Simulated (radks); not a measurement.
Valence configurations of the neodymium ion Nd3+ (all share [Xe]). All-electron calculation, Dirac Kohn-Sham, BLYP, spin-unpolarised, spherical densities, finite nucleus; open shells are shared between the two j in proportion to 2j + 1; Fermi nuclear charge, rms radius 4.9123 fm. Program: a radial shooting solver on a logarithmic mesh with Libxc functionals. Energies are relative to 4f3; eigenvalues in eV.

valence	E (eV)	e(4f5/2)	e(4f7/2)	e(5d3/2)	e(5d5/2)	e(6p1/2)
4f3	0.000	-30.842	-30.379	-	-	-
4f2.5 6p0.5	7.830	-36.098	-35.609	-	-	-18.524
4f2 5d1	8.958	-37.652	-37.142	-26.058	-25.660	-
4f1 6s2	33.731	-51.677	-51.114	-	-	-
4f2.5 5d0.5	3.850	-34.143	-33.657	-25.165	-24.792	-
4f2 6p1	17.824	-41.674	-41.160	-	-	-19.592
4f1 6p2	44.995	-53.613	-53.049	-	-	-21.603
5d3	43.773	-	-	-29.599	-29.095	-
4f1 6s1 6p1	39.333	-52.653	-52.089	-	-	-21.147
4f2 6s0.5 6p0.5	15.238	-41.178	-40.664	-	-	-19.338

NIST lists [Xe] 4f3 as the ground configuration; this level of theory agrees among the configurations tried. The energies are those of spherical spin-averaged densities, not of single terms.
